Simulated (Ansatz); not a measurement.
`C=C(C)CBr`. Total charge 0; spin multiplicity 1.

Cartesian coordinates in Å:
```
C 1.2400 -0.7693 -0.5815
C 0.2229 -0.0931 -0.0553
C -0.1516 -0.1721 1.3882
C -0.5814 0.8175 -0.9122
Br -2.4286 0.1817 -1.1246
H 1.8609 -1.4172 0.0267
H 1.4838 -0.6970 -1.6355
H -0.1028 0.8164 1.8565
H 0.5093 -0.8459 1.9332
H -1.1802 -0.5255 1.5002
H -0.6884 1.8097 -0.4751
H -0.1840 0.8947 -1.9205
```

(1) What are the harmonic wavenumbers in cm⁻¹ at PBE0-D4/def2-TZVP (Ansatz, finite differences of forces, unscaled)? (Estimate.)

(2) Is this a minimum?

(3) Give the ideal-gas thermochemistry at 298.15 K and 1 bar (rigid rotor, harmonic oscillator; point group C1, symmetry number 1).

Results:

(1) The calculation gave: 84, 171, 181, 378, 407, 476, 625, 751, 845, 893, 943, 994, 1028, 1063, 1160, 1236, 1323, 1405, 1440, 1462, 1475, 1489, 1728, 3044, 3105, 3107, 3147, 3157, 3182, 3244.

(2) Yes, all 30 modes are real.

(3) Zero-point energy 260.5 kJ/mol; H(298) − E = 279.4 kJ/mol; entropy 338.2 J/(mol·K), of which translation 170.0, rotation 114.7, vibration 53.4; G(298) − E = 178.5 kJ/mol. Modes under 100 cm⁻¹ are hindered rotations or soft bends, so the harmonic entropy is rough.
